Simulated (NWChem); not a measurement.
Species: C4H3FS; SMILES Fc1cccs1

```xyz
9

F     -0.0725    -2.1372     0.0000
C     -0.2154    -0.8101     0.0000
C     -1.3793    -0.1061     0.0000
C     -1.1253     1.3043     0.0000
C      0.2029     1.6193     0.0000
S      1.2101     0.1945     0.0000
H     -2.3581    -0.5696     0.0000
H     -1.9117     2.0510     0.0000
H      0.6638     2.5974     0.0000
```
Atoms are numbered in this order, from 1.

Results from NWChem. Geometry: optimised at B3LYP/6-31G* (spherical d). Total energies compare along this basis series because the functional is fixed.

| level | basis functions | energy (Ha) | highest occupied level (eV) | orbital gap (eV) | dipole (D) | relative time |
|---|---|---|---|---|---|---|
| Hartree-Fock/STO-3G | 37 | -642.5474 | -6.71 | 13.81 | 0.83 | 1 |
| Hartree-Fock/def2-SVP | 103 | -649.8242 | -9.14 | 12.38 | 2.02 | 4 |
| Hartree-Fock/def2-SVPD | 154 | -649.8416 | -9.16 | 11.51 | 2.04 | 30 |
| Hartree-Fock/def2-TZVP | 210 | -650.2614 | -9.03 | 12.08 | 1.95 | 30 |
| Hartree-Fock/def2-TZVPP | 239 | -650.2626 | -9.03 | 12.07 | 1.94 | 40 |

The last column is a rough cost ratio, cheapest run = 1.
